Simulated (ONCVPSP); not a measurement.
**Pseudopotential generation for Ta: ONCV, PBE, scalar-relativistic.**

Input for ONCVPSP 4.0.1:

```
# ATOM AND REFERENCE CONFIGURATION
# atsym  z   nc   nv     iexc    psfile
  Ta 73.00   10    4        4      upf
#
#   n    l    f
    1    0    2.00
    2    0    2.00
    2    1    6.00
    3    0    2.00
    3    1    6.00
    3    2   10.00
    4    0    2.00
    4    1    6.00
    4    2   10.00
    4    3   14.00
    5    0    2.00
    5    1    6.00
    5    2    3.00
    6    0    2.00
#
# PSEUDOPOTENTIAL AND OPTIMIZATION
# lmax
    2
#
#   l,   rc,      ep,       ncon, nbas, qcut
    0    2.00    0.00    4    7    7.40
    1    1.45    0.00    4    8    5.20
    2    2.60    0.00    3    8    5.20
#
# LOCAL POTENTIAL
# lloc, lpopt,  rc(5),   dvloc0
    4    5    1.40    0.00
#
# VANDERBILT-KLEINMAN-BYLANDER PROJECTORs
# l, nproj, debl
    0    2    3.60
    1    1    0.40
    2    3    1.20
#
# MODEL CORE CHARGE
# icmod, fcfact, rcfact
    0    0.00    0.00
#
# LOG DERIVATIVE ANALYSIS
# epsh1, epsh2, depsh
   -4.00    5.00    0.02
#
# OUTPUT GRID
# rlmax, drl
    6.00    0.01
#
# TEST CONFIGURATIONS
# ncnf
    4
# nvcnf
#   n    l    f
    4
    5    0    2.00
    5    1    6.00
    5    2    3.00
    6    0    1.00
#
    4
    5    0    2.00
    5    1    6.00
    5    2    3.00
    6    0    0.00
#
    4
    5    0    2.00
    5    1    6.00
    5    2    2.00
    6    0    0.00
#
    4
    5    0    2.00
    5    1    5.00
    5    2    3.00
    6    0    2.00
#
```

Command:

```bash
oncvpsp.x < Ta.dat > Ta.out
```

The program printed (shortened: citation, most of the input echo, consistency checks and plot data are left out):

```
ONCVPSP  (Optimized Norm-Conservinng Vanderbilt PSeudopotential)
scalar-relativistic version 4.0.1

#   n    l    f        energy (Ha)
    1    0    2.00    -2.4758805E+03
    2    0    2.00    -4.2537754E+02
    2    1    6.00    -3.7273829E+02
    3    0    2.00    -9.7446992E+01
    3    1    6.00    -8.1793170E+01
    3    2   10.00    -6.3540421E+01
    4    0    2.00    -1.9867990E+01
    4    1    6.00    -1.4734028E+01
    4    2   10.00    -8.1654646E+00
    4    3   14.00    -9.0786717E-01
    5    0    2.00    -2.6828014E+00
    5    1    6.00    -1.4478904E+00
    5    2    3.00    -1.3196212E-01
    6    0    2.00    -2.0000968E-01

Reference configufation results
  iterations    31
  all-electron total energy (Ha)   -1.56045591D+04

Begin loop to  construct optimized pseudo wave functions
and semi-local pseudopoentials for all angular momenta

Calculating optimized projector #   1

 for l=   0

    Fraction of norm inside rc  0.980265
    Optimizing pswf for qcut=   7.40 a_B^-1,  ecut=  27.39 Ha
    Residual kinetic energy error=  9.62D-08 Ha

    Energy error per electron        Cutoff
         Ha          eV             Ha
         0.01000     0.27211       10.98
         0.00100     0.02721       15.74
         0.00010     0.00272       19.23
         0.00001     0.00027       22.06

Calculating optimized projector #   2

 for l=   0

    Fraction of norm inside rc  0.102604
    Optimizing pswf for qcut=   7.40 a_B^-1,  ecut=  27.39 Ha
    Residual kinetic energy error=  1.27D-07 Ha

    Energy error per electron        Cutoff
         Ha          eV             Ha
         0.01000     0.27211        8.26
         0.00100     0.02721       15.14
         0.00010     0.00272       19.30
         0.00001     0.00027       22.53

Calculating optimized projector #   1

 for l=   1

    Fraction of norm inside rc  0.679595
    Optimizing pswf for qcut=   5.20 a_B^-1,  ecut=  13.51 Ha
    Residual kinetic energy error=  5.77D-03 Ha

    Energy error per electron        Cutoff
         Ha          eV             Ha
         0.01000     0.27211        8.36
         0.00100     0.02721       74.14
         0.00010     0.00272       98.04
         0.00001     0.00027      129.95

   Wellstate for l =  2  n =  7
     eigenvalue =   1.0680
     asymptotic potential =   1.5680
     half-point radius =  5.6872

   Wellstate for l =  2  n =  8
     eigenvalue =   2.2680
     asymptotic potential =   2.7680
     half-point radius =  5.2144

Calculating optimized projector #   1

 for l=   2

    Fraction of norm inside rc  0.705039
    Optimizing pswf for qcut=   5.21 a_B^-1,  ecut=  13.55 Ha
    Residual kinetic energy error=  3.94D-06 Ha

    Energy error per electron        Cutoff
         Ha          eV             Ha
         0.01000     0.27211        7.77
         0.00100     0.02721        9.92
         0.00010     0.00272       11.45
         0.00001     0.00027       13.45

Calculating optimized projector #   2

 for l=   2

    Fraction of norm inside rc  0.143559
    Optimizing pswf for qcut=   5.21 a_B^-1,  ecut=  13.55 Ha
    Residual kinetic energy error=  1.89D-05 Ha

    Energy error per electron        Cutoff
         Ha          eV             Ha
         0.01000     0.27211        8.22
         0.00100     0.02721       10.52
         0.00010     0.00272       12.37
         0.00001     0.00027       15.09

Calculating optimized projector #   3

 for l=   2

    Fraction of norm inside rc  0.176570
    Optimizing pswf for qcut=   5.21 a_B^-1,  ecut=  13.55 Ha
    Residual kinetic energy error=  1.10D-04 Ha

    Energy error per electron        Cutoff
         Ha          eV             Ha
         0.01000     0.27211        9.55
         0.00100     0.02721       11.79
         0.00010     0.00272       13.94
         0.00001     0.00027       20.37

Construct Vanderbilt / Kleinmman-Bylander projectors

B matrix Hermiticity error, ll=   0
   1   2    3.0307E-04

  Orthonormal projector coefficients  8.5699E+00  1.4556E+00

B matrix Hermiticity error, ll=   2
   1   2   -7.9072E-05
   1   3    1.3340E-04
   2   3    6.6152E-05

  Orthonormal projector coefficients  2.9717E+00 -7.0953E-01 -3.9491E-01

Pseudoatom total energy  -58.013713

Diagnostic tests using Vanderbilt-Kleinman-Bylander pseudopotentials
  1 or more projectors used as specified by nproj input data

   l    rcore       rmatch      e in        delta e   norm test  slope test

   0   2.0035426   2.0643745  -2.6828014   0.0000023   1.0002055   1.0001880
   0   2.0035426   2.0643745  -0.2000097   0.0000016   1.0000276   1.0000215

   1   1.4504662   1.4945055  -1.4478904  -0.0000155   0.9999957   1.0000182

   2   2.6068121   2.6859606  -0.1319621  -0.0000159   1.0000323   0.9999577
   2   2.6068121   2.6859606   1.0680379  -0.0000118   1.0001808   1.0001808
   2   2.6068121   2.6859606   2.2680379  -0.0000100   1.0001817   1.0001817

 Testing for bound ghosts
   n   l    E NL Schr. Eq   E Basis Diag.   E Cutoff

   1   0       -2.682799       -2.682799     47.67
   2   0       -0.200008       -0.179245     47.67

   2   1       -1.447906       -1.447619    105.69

   3   2       -0.131978       -0.131184     65.23

 Testing for highly-localized positive-energy ghosts
       l    <radius>/rc     E Basis Diag.   E Cutoff

       0        0.937529        5.938800     47.67  WARNING - GHOST(+)

Test configuration 0

   n   l     f        eae           eps        diff
   1   0  2.0000-2475.88045401
   2   0  2.0000 -425.37754144
   2   1  6.0000 -372.73829328
   3   0  2.0000  -97.44699169
   3   1  6.0000  -81.79317025
   3   2 10.0000  -63.54042099
   4   0  2.0000  -19.86799041
   4   1  6.0000  -14.73402809
   4   2 10.0000   -8.16546463
   4   3 14.0000   -0.90786717
   5   0  2.0000   -2.68280139   -2.68279906    2.34D-06
   5   1  6.0000   -1.44789044   -1.44790596   -1.55D-05
   5   2  3.0000   -0.13196212   -0.13197804   -1.59D-05
   6   0  2.0000   -0.20000968   -0.20000807    1.61D-06

    Total energies and differences
      AE_ref= -1.56045591D+04  AE_tst= -1.56045591D+04  dif=  0.00D+00
      PS_ref= -5.80137128D+01  PS_tst= -5.80137128D+01  dif=  2.13D-14
      PSP excitation error= -2.13D-14

Test configuration 1

   n   l     f        eae           eps        diff
   1   0  2.0000-2476.14704793
   2   0  2.0000 -425.64233993
   2   1  6.0000 -373.00315223
   3   0  2.0000  -97.71189400
   3   1  6.0000  -82.05807631
   3   2 10.0000  -63.80521892
   4   0  2.0000  -20.13295369
   4   1  6.0000  -14.99895064
   4   2 10.0000   -8.43025950
   4   3 14.0000   -1.17255225
   5   0  2.0000   -2.94752401   -2.94910261   -1.58D-03
   5   1  6.0000   -1.71333955   -1.71414672   -8.07D-04
   5   2  3.0000   -0.38537274   -0.38552364   -1.51D-04
   6   0  1.0000   -0.42703163   -0.42686498    1.67D-04

    Total energies and differences
      AE_ref= -1.56045591D+04  AE_tst= -1.56042480D+04  dif=  3.11D-01
      PS_ref= -5.80137128D+01  PS_tst= -5.77024878D+01  dif=  3.11D-01
      PSP excitation error= -4.02D-05

Test configuration 2

   n   l     f        eae           eps        diff
   1   0  2.0000-2476.45735862
   2   0  2.0000 -425.95023915
   2   1  6.0000 -373.31114770
   3   0  2.0000  -98.01950689
   3   1  6.0000  -82.36569763
   3   2 10.0000  -64.11275572
   4   0  2.0000  -20.44065925
   4   1  6.0000  -15.30663254
   4   2 10.0000   -8.73780818
   4   3 14.0000   -1.47981005
   5   0  2.0000   -3.25430359   -3.25841704   -4.11D-03
   5   1  6.0000   -2.01955083   -2.02171056   -2.16D-03
   5   2  3.0000   -0.67295661   -0.67315550   -1.99D-04

    Total energies and differences
      AE_ref= -1.56045591D+04  AE_tst= -1.56036977D+04  dif=  8.61D-01
      PS_ref= -5.80137128D+01  PS_tst= -5.71524231D+01  dif=  8.61D-01
      PSP excitation error=  1.20D-04

Test configuration 3

   n   l     f        eae           eps        diff
   1   0  2.0000-2476.92228184
   2   0  2.0000 -426.41691841
   2   1  6.0000 -373.77788362
   3   0  2.0000  -98.48297828
   3   1  6.0000  -82.82919025
   3   2 10.0000  -64.57679524
   4   0  2.0000  -20.90400410
   4   1  6.0000  -15.77021391
   4   2 10.0000   -9.20174220
   4   3 14.0000   -1.94273879
   5   0  2.0000   -3.71296860   -3.71793112   -4.96D-03
   5   1  6.0000   -2.46752063   -2.47036734   -2.85D-03
   5   2  2.0000   -1.07045410   -1.06917780    1.28D-03

    Total energies and differences
      AE_ref= -1.56045591D+04  AE_tst= -1.56028303D+04  dif=  1.73D+00
      PS_ref= -5.80137128D+01  PS_tst= -5.62852604D+01  dif=  1.73D+00
      PSP excitation error=  3.78D-04

Test configuration 4

   n   l     f        eae           eps        diff
   1   0  2.0000-2476.37956387
   2   0  2.0000 -425.86062282
   2   1  6.0000 -373.22297136
   3   0  2.0000  -97.92050962
   3   1  6.0000  -82.26691210
   3   2 10.0000  -64.01437914
   4   0  2.0000  -20.34311910
   4   1  6.0000  -15.20987246
   4   2 10.0000   -8.64144997
   4   3 14.0000   -1.37868880
   5   0  2.0000   -3.13102827   -3.14908078   -1.81D-02
   5   1  5.0000   -1.87633484   -1.88607320   -9.74D-03
   5   2  3.0000   -0.48705543   -0.48724104   -1.86D-04
   6   0  2.0000   -0.47529744   -0.47641792   -1.12D-03

    Total energies and differences
      AE_ref= -1.56045591D+04  AE_tst= -1.56029061D+04  dif=  1.65D+00
      PS_ref= -5.80137128D+01  PS_tst= -5.63542495D+01  dif=  1.66D+00
      PSP excitation error= -6.45D-03
```

The run took about 5.8 s on one core of a shared server CPU.
